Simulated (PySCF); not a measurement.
# Peak assignment

Geometry (Å), atoms numbered from 1 in this order:
```xyz
20

C     2.636   -0.724    0.911
C     1.538   -0.149    0.041
C     1.825   -0.279   -1.443
O     0.334   -0.842    0.357
B    -0.860   -0.253    0.165
O    -1.024    1.034   -0.292
C    -2.410    1.302   -0.350
C    -3.095   -0.003    0.121
O    -2.042   -0.895    0.417
H     3.590   -0.207    0.729
H     2.379   -0.619    1.975
H     2.771   -1.795    0.696
H     1.402    0.920    0.283
H     1.013    0.173   -2.032
H     2.763    0.232   -1.707
H     1.914   -1.340   -1.722
H    -2.649    2.159    0.302
H    -2.693    1.576   -1.379
H    -3.716    0.153    1.018
H    -3.742   -0.438   -0.660
```

PySCF calculation with σ from GIAO-KT2/pcSseg-1 and coordinates at the PBE0-D3(BJ)/def2-SVP level; no solvent, relativity neglected, rapidly exchanging positions averaged, one conformer.

Chemical shifts δ = σref − σ; ¹³C (σ = 183.22 ppm) and ¹H (σ = 31.18 ppm) vs TMS, all at this level.

Task: Assign these signals to the numbered atoms. ¹³C{¹H} NMR (computed): δ 70.3 (CH), 68.1 (CH2), 25.4 (CH3).

Result: 
70.3 → C2, sp3 CH bonded to O: deshielded by the electronegative neighbour
68.1 → C7/C8, sp3 CH2 bonded to O: deshielded by the electronegative neighbour
25.4 → C1/C3, methyl carbon: a saturated carbon with 1 carbon neighbour and no heteroatom attached

Task: Assign these signals to the numbered atoms. ¹H NMR (400 MHz, computed): δ 4.36 (sept, 1H), 4.20 (s, 4H), 1.15 (d, 6H).

Result: 
4.36 → H13, hydrogen on an sp3 CH bonded to O: its carbon carries O, which withdraws density
4.20 → H17/H18/H19/H20, hydrogen on an sp3 CH2 bonded to O: its carbon carries O, hence the downfield position
1.15 → H10/H11/H12/H14/H15/H16, hydrogen on a methyl carbon

Shifts are as computed. Against solution values, carbons near 30 ppm lie about +2 ppm off and those near 130 ppm about -5 ppm. Of 1211 compounds with measured shifts, 218 miss one by over three times the rms of a fit or turn the order of signals round; such compounds aren't used in these exercises. No couplings were computed; multiplicities are counted from neighbouring protons, with m where these are inequivalent, close in shift, in a saturated or five-membered ring or joined by F or P, and br s for small geminal =CH2 splittings.
